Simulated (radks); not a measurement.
Spherical quantum dot in the effective-mass picture: electrons in a parabolic well V = omega^2 r^2 / 2 with omega = 1.5, with a point charge +2 (a donor) at the centre, all in effective atomic units (hartree* = m*/eps^2 hartree, bohr* = eps/m* bohr), one dielectric constant everywhere. Method: non-relativistic Kohn-Sham, LDA (Slater exchange, Perdew-Wang correlation), spin-polarised, spherical densities; computed with a radial shooting solver with Libxc functionals. Levels are named by radial order and angular momentum (1s, 1p, 1d, 2s, ...), and open shells are averaged over m.

N = 9, configuration 1s2 1p6 2s(up 1, down 0). This is the lowest configuration that the search found. Occupied and some empty levels:

| level | occupation | eigenvalue (hartree*) | <r> (bohr*) |
|---|---|---|---|
| 1s up | 1 | 5.8021 | 0.7735 |
| 1s down | 1 | 5.8633 | 0.7854 |
| 1p up | 3 | 7.6294 | 1.341 |
| 1p down | 3 | 7.6572 | 1.339 |
| 2s up | 1 | 8.2675 | 1.415 |
| 2s down | 0 | 8.3290 | 1.415 |
| 1d up | 0 | 8.8836 | 1.615 |
| 1d down | 0 | 8.9162 | 1.613 |
| 2p up | 0 | 10.128 | 1.644 |
| 1f up | 0 | 10.137 | 1.821 |
| 2p down | 0 | 10.158 | 1.651 |
| 1f down | 0 | 10.172 | 1.821 |
| 1g up | 0 | 11.425 | 1.997 |
| 1g down | 0 | 11.460 | 1.999 |

Energy (hartree*): total 37.7586, kinetic 15.631, external -2.2868, Hartree 29.673, exchange-correlation -5.2580.

Electron density:

| r (bohr*) | n(r) (e/bohr*^3) |
|---|---|
| 0.120 | 3.701 |
| 0.321 | 1.779 |
| 0.521 | 0.9857 |
| 0.722 | 0.6593 |
| 0.922 | 0.5056 |
| 1.12 | 0.3987 |
| 1.32 | 0.2976 |
| 1.52 | 0.2003 |
| 1.72 | 0.1194 |
| 1.93 | 0.06209 |
| 2.12 | 0.02821 |
| 2.33 | 0.01110 |
| 2.53 | 0.003815 |
